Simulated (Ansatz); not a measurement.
`[BH2][SbH][SiH3]` + H₂Te → `[BH2][SbH][TeH]` + SiH₄ at 500 K and 1 bar (cleavage of the Sb–Si bond).

Program: Ansatz. Geometries: PBE0-D4/def2-TZVP. ΔE: electronic, gas phase. CCSD(T)/CBS adds triple-zeta CCSD(T) − MP2 to the extrapolated MP2 energy (def2 sets, frozen cores). This one scheme is used for every species. def2 core potentials past Kr. For Sb, Te outer-core shells are correlated without core-valence functions, which leaves a few kJ/mol of doubt a bond.

```
           species  CCSD(T)/CBS energy (Eh)  H − E (kJ/mol)  S (J/(mol·K))
`[BH2][SbH][SiH3]`               -557.46017           179.9          410.7
              H₂Te               -268.91024            48.9          247.6
 `[BH2][SbH][TeH]`               -534.92494           128.7          406.3
              SiH₄               -291.46306           102.4          230.9
```

H − E and S are ideal-gas, rigid-rotor, harmonic terms from PBE0-D4/def2-TZVP, for one conformer and one mirror image of each species. 1 Eh = 2625.50 kJ/mol, R = 8.31446 J/(mol·K).

Task: By hand: ΔE, ΔH, ΔS and ΔG.

Result: ΔE = (-534.92494) + (-291.46306) − (-557.46017) − (-268.91024) = -0.01759 Eh = -46.2 kJ/mol. Δ(H − E) = 128.7 + 102.4 − 179.9 − 48.9 = 2.3, so ΔH = -43.9 kJ/mol. ΔS = 406.3 + 230.9 − 410.7 − 247.6 = -21.1 J/(mol·K). ΔG = -43.9 − 500 × (-21.1)/1000 = -33.3 kJ/mol.

Task: By hand: the equilibrium constant, and the temperature at which ΔG would vanish if ΔH and ΔS stayed fixed.

Result: log₁₀ K = −ΔG/(RT ln 10) = 3.5. ΔG = 0 at ΔH/ΔS = 2081 K.

ΔH outweighs TΔS. A doubt of 5 kJ/mol in ΔE shifts log₁₀ K by 0.5 here. Other conformers and mirror images would add mixing entropy, several J/(mol·K) or more a flexible species. Modes under 60 cm⁻¹, often nearly free rotors, make the harmonic entropy too high. These are equilibria of isolated gas molecules and say nothing of rates. Largest T1 diagnostic: 0.015 (customary marks: 0.02 for closed shells, 0.045 for open ones).
